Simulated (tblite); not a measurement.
Species: C₅H₉GeNSe.
Atom-mapped SMILES: `[N:1]#[C:2][Ge@@H:3]1[CH2:4][CH2:5][CH2:6][Se:7][CH2:8]1` (hydrogens: H9 on Ge3; H10, H11 on C4; H12, H13 on C5; H14, H15 on C6; H16, H17 on C8)

Computed with GFN2-xTB (tblite), gas phase: L-BFGS steps from a force-field or distance-geometry start until the largest atomic force falls under 0.01 eV/Å.

Step 17: E = -632.5120 eV
```
atom  x, y, z in Å  |  force x, y, z in eV/Å
N1      1.4251   -3.0638   -1.4326    0.000  -0.013  -0.009
C2      1.4443   -2.0681   -0.8688    0.005  -0.034  -0.029
Ge3     1.4499   -0.4146    0.0992   -0.013   0.045   0.064
C4     -0.0795   -0.4045    1.3650   -0.063   0.016  -0.010
C5     -1.4267   -0.3149    0.6485   -0.012  -0.002   0.007
C6     -1.5813    0.9570   -0.1739   -0.033  -0.009   0.051
Se7    -0.6473    0.9276   -1.9015    0.013   0.038  -0.027
C8      1.1762    1.0733   -1.1794   -0.013  -0.010  -0.001
H9      2.7990   -0.3469    0.7891   -0.004   0.003   0.003
H10     0.0300    0.4501    2.0375    0.020   0.008  -0.005
H11    -0.0654   -1.3015    1.9867    0.041  -0.027  -0.006
H12    -1.5637   -1.1871    0.0026    0.008   0.010  -0.009
H13    -2.2286   -0.3335    1.3941    0.016  -0.016   0.023
H14    -1.2244    1.8299    0.3778    0.011   0.022  -0.006
H15    -2.6291    1.1173   -0.4334   -0.027  -0.018  -0.022
H16     1.2652    2.0426   -0.6870    0.016   0.011  -0.016
H17     1.8495    1.0493   -2.0338    0.035  -0.024  -0.007
```

Step 18: E = -632.5127 eV
```
atom  x, y, z in Å  |  force x, y, z in eV/Å
N1      1.4282   -3.0631   -1.4307   -0.007  -0.015  -0.015
C2      1.4419   -2.0656   -0.8699    0.016  -0.034  -0.021
Ge3     1.4499   -0.4130    0.0995   -0.043   0.034   0.065
C4     -0.0809   -0.4037    1.3649   -0.035   0.005  -0.003
C5     -1.4285   -0.3157    0.6492   -0.002   0.005   0.006
C6     -1.5837    0.9567   -0.1723   -0.016  -0.005   0.022
Se7    -0.6452    0.9308   -1.9005   -0.015   0.030  -0.009
C8      1.1781    1.0737   -1.1790   -0.009   0.003  -0.015
H9      2.7984   -0.3507    0.7881    0.010   0.008   0.012
H10     0.0285    0.4507    2.0381    0.016  -0.005  -0.008
H11    -0.0631   -1.3027    1.9845    0.030  -0.008  -0.007
H12    -1.5635   -1.1882    0.0026   -0.003   0.022   0.005
H13    -2.2294   -0.3329    1.3964    0.018  -0.028   0.007
H14    -1.2266    1.8297    0.3798   -0.004   0.014  -0.009
H15    -2.6313    1.1151   -0.4349   -0.012  -0.013  -0.014
H16     1.2703    2.0449   -0.6915    0.017   0.014  -0.003
H17     1.8499    1.0460   -2.0344    0.039  -0.027  -0.011
```

Task: Estimate the geometry and energy of step 19. (The exact step hangs on the optimiser's Hessian estimate; all steps are aligned on step 18, rigid shifts and turns removed.)

Result: E = -632.5131 eV, largest force 0.060 eV/Å
```
atom  x, y, z in Å  |  force x, y, z in eV/Å
N1      1.4302   -3.0629   -1.4297   -0.010  -0.011  -0.016
C2      1.4405   -2.0643   -0.8709    0.020  -0.019  -0.006
Ge3     1.4491   -0.4113    0.1009   -0.048   0.008   0.035
C4     -0.0826   -0.4032    1.3649   -0.001  -0.005   0.007
C5     -1.4298   -0.3161    0.6499    0.002   0.010   0.005
C6     -1.5856    0.9564   -0.1708   -0.002   0.003  -0.009
Se7    -0.6441    0.9337   -1.8999   -0.033   0.023   0.007
C8      1.1794    1.0741   -1.1791    0.000   0.013  -0.022
H9      2.7981   -0.3533    0.7876    0.015   0.012   0.018
H10     0.0277    0.4510    2.0384    0.008  -0.010  -0.004
H11    -0.0608   -1.3037    1.9829    0.018   0.006  -0.006
H12    -1.5634   -1.1885    0.0027   -0.011   0.024   0.010
H13    -2.2296   -0.3331    1.3982    0.011  -0.035   0.000
H14    -1.2282    1.8298    0.3810   -0.017   0.006  -0.010
H15    -2.6331    1.1134   -0.4362   -0.001  -0.008  -0.006
H16     1.2743    2.0467   -0.6948    0.016   0.012   0.002
H17     1.8509    1.0432   -2.0351    0.033  -0.028  -0.005
```

The energy changes by -0.0004 eV. The first-order estimate −F·Δx gives -0.0006 eV and the mean of the old and new forces, exact on a quadratic surface, -0.0004 eV. The step makes an angle of 65° with the force vector and moves no atom by more than 0.005 Å.

The cost below is that of the whole relaxation. The run took 0.33 s on one thread, Arm Neoverse V1 (aarch64) (shared host).
